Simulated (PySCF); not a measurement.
Computed Raman spectrum (relative Raman activity) of a molecule GeH6OSi. The structure is a stationary point at ωB97X-D3(BJ)/def2-SVP. One conformer was computed; it need not be the lowest. Method: ωB97X-D3(BJ)/def2-SVP run with PySCF 2.14.0. Frequencies are harmonic and unscaled.

```csv
ν (cm⁻¹),relative intensity
367,9.0
479,4.3
593,3.7
730,7.2
807,3.0
829,4.6
894,9.0
899,16
908,12
924,12
966,5.5
2162,94
2176,100
2180,97
2225,92
2281,87
3935,35
```

Q: Identify the compound among the candidates.
A) [OH][GeH2][SiH3]
B) [SiH3][O][GeH3]
C) O[SiH2][GeH3]

A: C, O[SiH2][GeH3]
